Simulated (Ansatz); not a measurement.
A nudged elastic band was laid between two geometries of ClH4MgNO + H2O (11 atoms, charge 0, multiplicity 1).

Theory: Ansatz 0.2.0, RKS BHLYP-D4/def2-SVP.

```
movable images  : 5
climbing image  : yes
spring          : 5.0 eV/Å²
optimiser       : quadratic models (default)
start path      : through a guess of the saddle point
force threshold : 0.05 eV/Å
iteration limit : 60
end points      : relaxed
```

Initial state:

```xyz
11
Properties=species:S:1:pos:R:3
Mg -0.534 -1.273 -0.600
O 0.421 -1.342 0.968
Cl -1.738 -2.463 -2.044
H 0.098 1.203 -0.295
N -0.331 0.767 -1.125
H 0.868 0.230 1.355
O 0.918 1.214 1.321
H 0.698 -2.049 1.538
H 0.281 0.942 -1.915
H -1.198 1.250 -1.334
H 0.516 1.521 2.131
```

Final state:

```xyz
11
Properties=species:S:1:pos:R:3
Mg -0.605 -1.067 -0.867
O 0.139 -1.231 0.959
Cl -1.206 -3.004 -1.775
H 0.534 1.202 0.242
N -0.410 0.882 -1.113
H 0.566 -0.364 1.248
O 1.027 1.101 1.119
H 0.436 -1.971 1.480
H 0.065 1.218 -1.943
H -1.245 1.455 -1.055
H 0.698 1.779 1.705
```

Q: What changes between the two ends?

A: Bonds broken: H4–N5, H6–O7. Bonds formed: O2–H6, H4–O7.

Q: Give the energies along the band, and the barrier.

A: The run converged. The highest image is number 4 of 0 to 6, 0.78 eV above the first end and 0.09 eV above the last; the last end lies 0.70 eV above the first. A vibrational analysis at the climbing image gives one clearly imaginary mode, 1070i cm⁻¹: a first-order saddle point. The orbitals stay closed-shell, which can raise the energy where a bond breaks towards radicals; this wasn't checked here.

```json
{"image": "0", "path coordinate (Å)": "0.00", "energy (eV)": "0.00", "H4–N5 (Å)": "1.03", "H6–O7 (Å)": "0.99", "O2–H6 (Å)": "1.68"}
{"image": "1", "path coordinate (Å)": "0.39", "energy (eV)": "0.00", "H4–N5 (Å)": "1.03", "H6–O7 (Å)": "0.99", "O2–H6 (Å)": "1.67"}
{"image": "2", "path coordinate (Å)": "0.79", "energy (eV)": "0.05", "H4–N5 (Å)": "1.04", "H6–O7 (Å)": "0.99", "O2–H6 (Å)": "1.60"}
{"image": "3", "path coordinate (Å)": "1.18", "energy (eV)": "0.30", "H4–N5 (Å)": "1.09", "H6–O7 (Å)": "1.05", "O2–H6 (Å)": "1.41"}
{"image": "4", "path coordinate (Å)": "1.58", "energy (eV)": "0.78", "H4–N5 (Å)": "1.36", "H6–O7 (Å)": "1.29", "O2–H6 (Å)": "1.11"}
{"image": "5", "path coordinate (Å)": "1.91", "energy (eV)": "0.71", "H4–N5 (Å)": "1.62", "H6–O7 (Å)": "1.49", "O2–H6 (Å)": "1.02"}
{"image": "6", "path coordinate (Å)": "2.24", "energy (eV)": "0.70", "H4–N5 (Å)": "1.68", "H6–O7 (Å)": "1.54", "O2–H6 (Å)": "1.01"}
```

Q: What is the geometry of the highest image?

A: 
```xyz
11
Properties=species:S:1:pos:R:3:forces:R:3
Mg -0.579 -1.121 -0.769 0.00 -0.01 0.00
O 0.257 -1.212 0.969 0.00 -0.02 0.01
Cl -1.409 -2.858 -1.870 0.00 0.00 0.00
H 0.361 1.134 0.083 0.00 0.00 0.00
N -0.355 0.869 -1.039 0.01 0.00 -0.01
H 0.654 -0.196 1.198 0.01 0.03 0.00
O 0.951 1.055 1.069 0.00 -0.01 0.01
H 0.566 -1.905 1.543 -0.01 0.01 -0.02
H 0.174 1.168 -1.851 0.00 0.00 0.00
H -1.197 1.434 -1.064 -0.01 0.00 0.00
H 0.575 1.631 1.730 0.00 0.00 0.00
```

Q: What are the harmonic wavenumbers there?

A: 1070i, 37, 107, 151, 187, 329, 355, 391, 445, 524, 572, 609, 623, 697, 741, 782, 807, 1338, 1425, 1609, 1628, 1782, 1912, 3606, 3673, 4010, 4064 cm⁻¹.

Run time: 2 min on 2 threads of Intel(R) Xeon(R) Platinum 8488C (Sapphire Rapids), on a shared host, peak memory 0.25 GiB.
